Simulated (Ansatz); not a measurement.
Q: Name a neutral molecule of Al, C, F, Si and H with size of the dipole moment (ωB97M-V/def2-TZVPP) between 1.40 and 1.70 D and HOMO energy (PBE0/def2-TZVPP) between -7.20 and -6.90 eV (Ansatz, PBE0-D4/def2-TZVP geometry).

A: `C[Si](C)(F)[AlH2]` (1.70 D, -7.09 eV); `F[CH]1[SiH2][Al]1[F]` (1.48 D, -6.92 eV). Other molecules can fit too; these were computed, each in one conformer that needn't be the lowest.
